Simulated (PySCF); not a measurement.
Level of theory: PBE0-D4/def2-TZVP (PySCF 2.14.0). Isolated molecules, 0 K electronic values unless said otherwise. One relaxed conformer stands for a flexible species; it need not be the lowest. 

Reference species (SMILES): `[CH2][SiH3]` (neutral, multiplicity 2).

The highest occupied spin orbital comes out as -7.03 eV.

Changed species: `B[CH2]` (radical fragment; the reference has radical fragment).

Q: Give the shifts of the highest occupied spin orbital.

A: the highest occupied spin orbital falls by 0.93 eV, to -7.96 eV.
